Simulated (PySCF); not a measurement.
## Unknown compound

Molecular formula: C6H5FO. Simulated spectra:

1H NMR (400 MHz, computed): δ 7.32 (td, J = 9.2, 6.0 Hz, 1H), 6.77 (dd, J = 9.2, 2.3 Hz, 1H), 6.65 (ddd, J = 9.1, 8.9, 2.0 Hz, 1H), 6.21 (dt, J = 9.9, 2.2 Hz, 1H), 3.91 (br s, 1H).

13C{1H} NMR (computed): δ 171.3 (C, d, J = 315.0 Hz), 163.5 (C, d, J = 6.5 Hz), 137.0 (CH, d, J = 7.4 Hz), 114.8 (CH), 111.2 (CH, d, J = 18.6 Hz), 104.2 (CH, d, J = 21.8 Hz).

Theoretical values (PySCF 2.14): coordinates at the PBE0-D3(BJ)/def2-SVP level, σ from GIAO-PBE0/pcSseg-1, couplings computed with B3LYP/pcJ-1 (spin–dipole term only in couplings to heteroatoms). A single conformation, relativity neglected, isolated molecule.

Referencing at the same level of theory: TMS for 1H (σref 31.27), 13C (σref 184.41).

Problem. What is the structure?

Solution. 
The formula gives 4 degrees of unsaturation (1 ring in the answer). 6 carbon signals for 6 carbons: no two carbons are equivalent. Carbon types of the structure: 2 × C, 4 × CH, leaving 1 H on heteroatoms. δC 171.3: aromatic carbon bearing fluorine; an ipso carbon deshielded by its heteroatom. δC 163.5: aromatic carbon bearing oxygen; the electronegative substituent deshields the carbon that carries it. δC 137.0, 114.8, 111.2, 104.2: aromatic CH. δH 7.32, 6.77, 6.65, 6.21: hydrogen on an aromatic CH. δH 3.91: hydrogen on a phenol-type oxygen; labile proton, position sensitive to the medium. The protons at 6.77 and 7.32 share a coupling of 9.2 Hz (vicinal, an ortho-type coupling). The protons at 7.32 and 6.65 share a coupling of 9.1 Hz (vicinal, an ortho-type coupling).

Structure: 3-hydroxy-1-fluorobenzene (C1=C(O)C=CC=C1F).

This is the structure that produced the data.

OH and NH positions are those of a molecule without intermolecular hydrogen bonds; in solution they move with solvent, concentration and temperature, and exchange usually removes their couplings. C–F couplings over four or more bonds (about 3 Hz to the para carbon of a fluoroarene) are left out. Common functionals overestimate the size of one-bond C–F couplings by tens of Hz; these are unscaled. Multiplet labels drop couplings under 1 Hz and merge nearly equal ones. Unscaled 3J(H,H) at this level run about 10 % above measured values. Shifts are as computed. Against solution values, carbons near 30 ppm lie about +2 ppm off and those near 130 ppm about +5 ppm. Of 1211 compounds with measured shifts, 218 miss one by over three times the rms of a fit or turn the order of signals round; such compounds aren't used in these exercises.
